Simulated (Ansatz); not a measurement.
A short molecular-dynamics run on `N=C(F)[SiH2][GeH3]`.

```yaml
crystal:
  periodic: [false, false, false]
  atoms:
    - {symbol: N, position_ang: [1.848021, -1.263401, 1.482471]}
    - {symbol: C, position_ang: [0.783376, -0.630348, 1.330539]}
    - {symbol: F, position_ang: [0.480814, 0.292825, 2.267485]}
    - {symbol: Si, position_ang: [-0.531396, -0.695937, -0.042091]}
    - {symbol: Ge, position_ang: [-0.620313, 1.404269, -1.157450]}
    - {symbol: H, position_ang: [1.983757, -1.931866, 0.729283]}
    - {symbol: H, position_ang: [-0.118909, -1.791461, -0.957372]}
    - {symbol: H, position_ang: [-1.838964, -1.022973, 0.580977]}
    - {symbol: H, position_ang: [-0.993295, 2.509828, -0.161053]}
    - {symbol: H, position_ang: [0.748064, 1.719773, -1.779280]}
    - {symbol: H, position_ang: [-1.675955, 1.352393, -2.273007]}
basis:
  gaussian: {orbitals: def2-SVP}
hamiltonian: {xc: {name: BLYP}, dispersion: d3bj}
md: {timestep: 1 fs, n_steps: 50, ensemble: nvt_nose_hoover, temperature: 1500, initial_velocities: maxwell_boltzmann, seed: 764}
```

```sh
$ ansatz run in.yaml --threads 4 --pin off --events-out ev --progress --plain --max-ram 10444MiB
```

```csv
step,time (fs),potential energy (eV),kinetic (eV),T (K),conserved (eV)
0,0.0,-69723.6095,1.7450,1500,-69721.8644
1,1.0,-69723.5273,1.6651,1431,-69721.8622
2,2.0,-69723.3119,1.4573,1253,-69721.8546
3,3.0,-69723.0795,1.2317,1059,-69721.8479
4,4.0,-69722.9293,1.0811,929,-69721.8484
5,5.0,-69722.8574,1.0046,864,-69721.8532
6,6.0,-69722.7937,0.9387,807,-69721.8557
7,7.0,-69722.6946,0.8412,723,-69721.8543
8,8.0,-69722.5729,0.7228,621,-69721.8513
9,9.0,-69722.4690,0.6211,534,-69721.8496
10,10.0,-69722.4081,0.5599,481,-69721.8503
11,11.0,-69722.3820,0.5328,458,-69721.8517
12,12.0,-69722.3738,0.5258,452,-69721.8512
13,13.0,-69722.3968,0.5522,475,-69721.8483
14,14.0,-69722.4941,0.6514,560,-69721.8471
15,15.0,-69722.6810,0.8352,718,-69721.8513
16,16.0,-69722.8950,1.0440,897,-69721.8580
17,17.0,-69723.0363,1.1836,1017,-69721.8613
18,18.0,-69723.0528,1.2042,1035,-69721.8592
19,19.0,-69722.9748,1.1336,974,-69721.8538
20,20.0,-69722.8830,1.0481,901,-69721.8495
21,21.0,-69722.8406,1.0071,866,-69721.8499
22,22.0,-69722.8438,1.0091,867,-69721.8532
23,23.0,-69722.8457,1.0112,869,-69721.8551
24,24.0,-69722.8148,0.9828,845,-69721.8546
25,25.0,-69722.7522,0.9234,794,-69721.8536
26,26.0,-69722.6707,0.8445,726,-69721.8531
27,27.0,-69722.5785,0.7545,649,-69721.8528
28,28.0,-69722.4840,0.6630,570,-69721.8516
29,29.0,-69722.4107,0.5941,511,-69721.8488
30,30.0,-69722.4037,0.5917,509,-69721.8459
31,31.0,-69722.5059,0.6949,597,-69721.8468
32,32.0,-69722.7017,0.8872,763,-69721.8528
33,33.0,-69722.9038,1.0859,933,-69721.8593
34,34.0,-69723.0155,1.1990,1031,-69721.8617
35,35.0,-69723.0032,1.1943,1027,-69721.8581
36,36.0,-69722.9226,1.1248,967,-69721.8509
37,37.0,-69722.8791,1.0889,936,-69721.8472
38,38.0,-69722.9264,1.1367,977,-69721.8507
39,39.0,-69723.0144,1.2235,1052,-69721.8563
40,40.0,-69723.0588,1.2705,1092,-69721.8582
41,41.0,-69723.0232,1.2413,1067,-69721.8567
42,42.0,-69722.9248,1.1499,988,-69721.8544
43,43.0,-69722.7965,1.0272,883,-69721.8530
44,44.0,-69722.6600,0.8954,770,-69721.8522
45,45.0,-69722.5317,0.7727,664,-69721.8501
46,46.0,-69722.4464,0.6942,597,-69721.8464
47,47.0,-69722.4586,0.7114,612,-69721.8445
48,48.0,-69722.5946,0.8475,728,-69721.8480
49,49.0,-69722.8014,1.0514,904,-69721.8554
50,50.0,-69722.9691,1.2185,1047,-69721.8613
```

Velocities are drawn at the set temperature; a run this short doesn't reach equilibrium.

Frames (Å, forces in eV/Å):

```xyz
11
time=0.0 fs
N     1.848   -1.263    1.482    1.186   -0.433    0.527
C     0.783   -0.630    1.331   -0.677    0.158   -0.392
F     0.481    0.293    2.267   -0.338    0.730    0.595
Si   -0.531   -0.696   -0.042   -0.079   -0.005   -0.035
Ge   -0.620    1.404   -1.157   -0.026   -0.063    0.024
H     1.984   -1.932    0.729    0.144   -0.449   -0.456
H    -0.119   -1.791   -0.957    0.039   -0.185   -0.186
H    -1.839   -1.023    0.581   -0.243   -0.056    0.076
H    -0.993    2.510   -0.161   -0.065    0.210    0.170
H     0.748    1.720   -1.779    0.246    0.071   -0.107
H    -1.676    1.352   -2.273   -0.186    0.023   -0.216
11
time=3.0 fs
N     1.851   -1.303    1.493    0.489   -0.445    0.044
C     0.814   -0.615    1.301   -0.281   -0.248    0.593
F     0.470    0.310    2.279    0.269    0.023   -0.313
Si   -0.522   -0.694   -0.037   -0.164   -0.508   -0.558
Ge   -0.625    1.406   -1.158   -2.778   -1.258   -1.409
H     2.034   -2.063    0.797   -0.288    0.694    0.177
H    -0.204   -1.924   -0.820    0.402    0.110   -0.457
H    -1.835   -1.141    0.457   -0.486    0.277    0.556
H    -0.930    2.484   -0.212   -0.603    1.094    1.164
H     0.614    1.800   -1.722    2.684    0.533   -1.115
H    -1.672    1.517   -2.477    0.756   -0.271    1.318
11
time=6.0 fs
N     1.856   -1.345    1.505   -0.745    0.844    0.283
C     0.844   -0.601    1.275    0.422   -0.973    1.554
F     0.459    0.327    2.288    0.729   -0.513   -0.990
Si   -0.512   -0.694   -0.034   -0.723   -1.523   -0.825
Ge   -0.633    1.408   -1.160   -1.021    0.562   -2.021
H     2.062   -2.143    0.873   -0.343    0.653   -0.198
H    -0.256   -2.045   -0.719    0.562    0.751   -0.416
H    -1.868   -1.235    0.378    0.032    0.776    0.608
H    -0.914    2.539   -0.176   -0.430    0.181    0.476
H     0.676    1.916   -1.745    0.798   -0.203   -0.138
H    -1.608    1.658   -2.575    0.719   -0.554    1.668
11
time=9.0 fs
N     1.857   -1.382    1.518   -1.492    2.377    0.922
C     0.876   -0.594    1.260    0.397   -1.301    2.023
F     0.453    0.341    2.294    1.044   -0.854   -1.359
Si   -0.505   -0.698   -0.033   -0.946   -1.881   -0.754
Ge   -0.643    1.409   -1.164    0.959    2.328   -1.333
H     2.064   -2.174    0.927   -0.091   -0.225   -0.962
H    -0.260   -2.104   -0.655    0.578    0.987   -0.452
H    -1.899   -1.263    0.351    0.434    1.012    0.571
H    -0.934    2.609   -0.100   -0.098   -0.902   -0.461
H     0.811    2.017   -1.782   -0.929   -0.906    0.711
H    -1.486    1.753   -2.535    0.144   -0.636    1.095
11
time=12.0 fs
N     1.850   -1.405    1.537   -0.602    1.099    0.316
C     0.910   -0.596    1.260   -0.771   -0.786    1.728
F     0.450    0.352    2.293    1.225   -1.014   -1.414
Si   -0.501   -0.708   -0.034   -0.521   -1.138   -0.479
Ge   -0.651    1.413   -1.170    2.528    2.026    0.947
H     2.053   -2.209    0.912   -0.284    0.689   -0.182
H    -0.215   -2.083   -0.631    0.472    0.598   -0.619
H    -1.895   -1.207    0.374    0.355    0.805    0.559
H    -0.963    2.608   -0.058    0.037   -1.104   -0.677
H     0.876    2.043   -1.763   -1.248   -1.000    0.843
H    -1.357    1.796   -2.411   -1.192   -0.174   -1.023
11
time=15.0 fs
N     1.839   -1.421    1.557    0.534    0.049    0.297
C     0.938   -0.603    1.272   -2.319    0.266    1.062
F     0.454    0.358    2.286    1.300   -1.058   -1.272
Si   -0.498   -0.721   -0.037    0.244    0.184   -0.215
Ge   -0.656    1.420   -1.174    2.862    0.779    1.844
H     2.020   -2.192    0.876   -0.200    0.728    0.141
H    -0.130   -2.012   -0.660    0.268   -0.104   -0.770
H    -1.864   -1.084    0.444   -0.049    0.278    0.557
H    -0.991    2.516   -0.070   -0.076   -0.520   -0.198
H     0.837    1.985   -1.673   -0.839   -0.738    0.595
H    -1.326    1.825   -2.370   -1.726    0.137   -2.041
11
time=18.0 fs
N     1.830   -1.436    1.581    0.854    0.428    1.019
C     0.950   -0.608    1.291   -3.072    0.934    0.544
F     0.463    0.360    2.273    1.270   -1.013   -1.018
Si   -0.495   -0.734   -0.041    0.668    0.760   -0.193
Ge   -0.658    1.428   -1.177    0.035   -0.524   -0.694
H     1.972   -2.121    0.845    0.163   -0.373   -0.511
H    -0.024   -1.945   -0.753   -0.146   -0.208   -0.484
H    -1.834   -0.936    0.562   -0.089   -0.229    0.351
H    -1.028    2.384   -0.095   -0.503    0.658    0.891
H     0.735    1.867   -1.536    1.029    0.100   -0.181
H    -1.428    1.858   -2.479   -0.208   -0.533    0.276
11
time=21.0 fs
N     1.827   -1.450    1.609    0.515    0.265   -0.048
C     0.941   -0.608    1.315   -2.446    0.485    0.193
F     0.478    0.357    2.255    1.072   -0.778   -0.585
Si   -0.490   -0.745   -0.045    0.555    0.699   -0.212
Ge   -0.660    1.435   -1.181   -2.158   -0.942   -1.252
H     1.935   -2.070    0.782    0.149   -0.025    0.313
H     0.070   -1.893   -0.885   -0.645    0.147    0.186
H    -1.808   -0.806    0.708    0.357   -0.589   -0.190
H    -1.106    2.300   -0.051   -0.498    0.752    0.786
H     0.722    1.756   -1.411    2.292    0.681   -0.606
H    -1.553    1.848   -2.574    0.808   -0.695    1.414
11
time=24.0 fs
N     1.827   -1.461    1.637   -0.480    0.860   -1.111
C     0.915   -0.604    1.340   -0.821   -0.850   -0.231
F     0.498    0.350    2.235    0.641   -0.186    0.137
Si   -0.482   -0.754   -0.050    0.416    0.891   -0.108
Ge   -0.664    1.441   -1.186   -0.568   -0.061   -0.074
H     1.911   -2.024    0.744    0.162    0.089    0.945
H     0.111   -1.831   -1.003   -0.837    0.173    0.629
H    -1.753   -0.726    0.839    0.476   -0.817   -0.647
H    -1.222    2.275    0.052    0.191   -0.019   -0.541
H     0.875    1.697   -1.333   -0.225    0.391   -0.316
H    -1.614    1.782   -2.556    1.046   -0.472    1.318
11
time=27.0 fs
N     1.824   -1.466    1.660   -1.342    2.097   -0.402
C     0.882   -0.607    1.363    0.803   -2.184   -0.936
F     0.521    0.343    2.216    0.044    0.750    1.060
Si   -0.474   -0.760   -0.056    0.421    1.398    0.078
Ge   -0.669    1.447   -1.190    1.076   -0.147    1.848
H     1.902   -1.977    0.774    0.303   -0.769   -0.093
H     0.082   -1.756   -1.071   -0.647   -0.242    0.565
H    -1.661   -0.716    0.916    0.040   -0.879   -0.713
H    -1.323    2.252    0.114    0.635   -0.277   -1.154
H     1.019    1.674   -1.284   -1.685    0.295   -0.267
H    -1.590    1.675   -2.431    0.351   -0.043    0.013
11
time=30.0 fs
N     1.813   -1.459    1.679   -1.128    1.682   -0.448
C     0.855   -0.625    1.380    1.526   -2.570   -1.671
F     0.545    0.339    2.201   -0.433    1.486    1.648
Si   -0.464   -0.761   -0.061    0.467    1.946    0.284
Ge   -0.673    1.452   -1.193    2.717   -0.676    4.008
H     1.917   -1.989    0.806    0.198   -0.706    0.017
H    -0.001   -1.704   -1.093   -0.224   -0.869    0.066
H    -1.568   -0.780    0.936   -0.709   -0.794   -0.383
H    -1.373    2.208    0.082    0.649   -0.074   -0.946
H     1.027    1.676   -1.259   -1.829    0.311   -0.310
H    -1.544    1.564   -2.314   -1.233    0.266   -2.264
11
time=33.0 fs
N     1.795   -1.443    1.696    0.312   -0.348   -1.056
C     0.838   -0.661    1.385    0.894   -1.270   -1.773
F     0.566    0.341    2.193   -0.614    1.381    1.348
Si   -0.453   -0.757   -0.065    0.223    1.698    0.233
Ge   -0.674    1.457   -1.191    1.151   -1.305    1.889
H     1.948   -2.057    0.845   -0.133    0.159    1.014
H    -0.106   -1.722   -1.107    0.030   -0.903   -0.063
H    -1.532   -0.912    0.921   -0.966   -0.570   -0.227
H    -1.372    2.160   -0.026    0.021    0.622    0.148
H     0.885    1.706   -1.260   -0.575    0.462   -0.401
H    -1.584    1.472   -2.364   -0.344    0.074   -1.112
11
time=36.0 fs
N     1.779   -1.428    1.707    1.761   -1.480    0.056
C     0.827   -0.705    1.378   -0.382    0.902   -1.176
F     0.585    0.350    2.191   -0.661    0.716    0.459
Si   -0.441   -0.747   -0.068   -0.697    0.278    0.003
Ge   -0.673    1.461   -1.187   -2.480   -2.557   -0.870
H     1.970   -2.119    0.960   -0.084   -0.152    0.293
H    -0.209   -1.812   -1.121    0.144   -0.058    0.445
H    -1.572   -1.092    0.882   -0.274   -0.022   -0.617
H    -1.370    2.167   -0.122   -0.784    1.263    1.155
H     0.708    1.779   -1.297    2.454    1.012   -0.634
H    -1.653    1.387   -2.507    1.003    0.099    0.886
11
time=39.0 fs
N     1.774   -1.421    1.718    1.989   -1.550    0.813
C     0.813   -0.744    1.362   -0.602    2.056   -0.187
F     0.601    0.362    2.191   -0.696    0.111   -0.392
Si   -0.432   -0.737   -0.072   -1.623   -1.111   -0.193
Ge   -0.675    1.461   -1.184   -2.077   -1.590   -0.614
H     1.987   -2.198    1.100    0.049   -0.559   -0.407
H    -0.299   -1.909   -1.100    0.401    0.678    0.614
H    -1.637   -1.274    0.792    0.396    0.684   -0.747
H    -1.425    2.272   -0.133   -0.182    0.464    0.151
H     0.707    1.934   -1.386    1.202    0.617   -0.429
H    -1.644    1.311   -2.585    1.142    0.199    1.390
11
time=42.0 fs
N     1.780   -1.425    1.734    1.047   -1.989   -0.099
C     0.796   -0.769    1.345    0.753    1.690    1.095
F     0.614    0.375    2.190   -0.685   -0.306   -0.980
Si   -0.427   -0.730   -0.076   -1.935   -1.545   -0.295
Ge   -0.680    1.460   -1.182    0.086    0.550    0.120
H     2.003   -2.310    1.215   -0.315    0.724    0.059
H    -0.355   -1.952   -1.030    0.731    0.743    0.165
H    -1.672   -1.399    0.641    0.433    1.112   -0.334
H    -1.497    2.416   -0.130    0.566   -0.569   -0.801
H     0.806    2.137   -1.509   -1.239   -0.593    0.247
H    -1.540    1.251   -2.550    0.558    0.182    0.822
11
time=45.0 fs
N     1.793   -1.440    1.749   -0.703   -0.687   -0.339
C     0.785   -0.782    1.335    2.266    0.877    2.242
F     0.623    0.386    2.184   -0.598   -0.592   -1.304
Si   -0.428   -0.727   -0.081   -1.444   -0.779   -0.174
Ge   -0.684    1.459   -1.179    1.609    1.717    1.642
H     1.995   -2.372    1.330   -0.264    0.572   -0.348
H    -0.348   -1.937   -0.948    1.014    0.097   -0.669
H    -1.674   -1.432    0.461   -0.177    1.037    0.343
H    -1.524    2.517   -0.191    0.674   -0.961   -0.862
H     0.813    2.295   -1.615   -1.618   -1.122    0.616
H    -1.393    1.204   -2.453   -0.760   -0.158   -1.146
11
time=48.0 fs
N     1.801   -1.459    1.763   -1.667    1.015   -0.011
C     0.789   -0.789    1.342    2.437    0.486    2.456
F     0.631    0.395    2.173   -0.429   -0.697   -1.319
Si   -0.433   -0.727   -0.087   -0.394    0.067   -0.079
Ge   -0.687    1.460   -1.174    2.011    1.589    1.462
H     1.966   -2.393    1.413   -0.007   -0.551   -0.928
H    -0.255   -1.911   -0.920    1.048   -0.308   -1.031
H    -1.693   -1.379    0.309   -0.905    0.590    0.772
H    -1.496    2.539   -0.322    0.162   -0.639   -0.274
H     0.685    2.360   -1.669   -1.103   -1.162    0.705
H    -1.304    1.143   -2.446   -1.154   -0.391   -1.753
11
time=50.0 fs
N     1.802   -1.469    1.772   -1.247    0.311   -0.045
C     0.802   -0.791    1.356    1.599    0.578    1.917
F     0.634    0.399    2.161   -0.278   -0.644   -1.140
Si   -0.437   -0.727   -0.091    0.119   -0.236   -0.255
Ge   -0.687    1.462   -1.170    1.144   -0.011   -0.532
H     1.945   -2.426    1.428   -0.100    0.080   -0.697
H    -0.142   -1.906   -0.949    0.712    0.144   -0.590
H    -1.744   -1.312    0.241   -0.770    0.396    0.698
H    -1.468    2.522   -0.427   -0.644    0.141    0.476
H     0.544    2.348   -1.672   -0.034   -0.681    0.430
H    -1.299    1.085   -2.524   -0.500   -0.078   -0.263
```

Run time 43 s (4 threads of an Intel Xeon Platinum 8488C on a shared host); peak host memory 0.53 GiB.
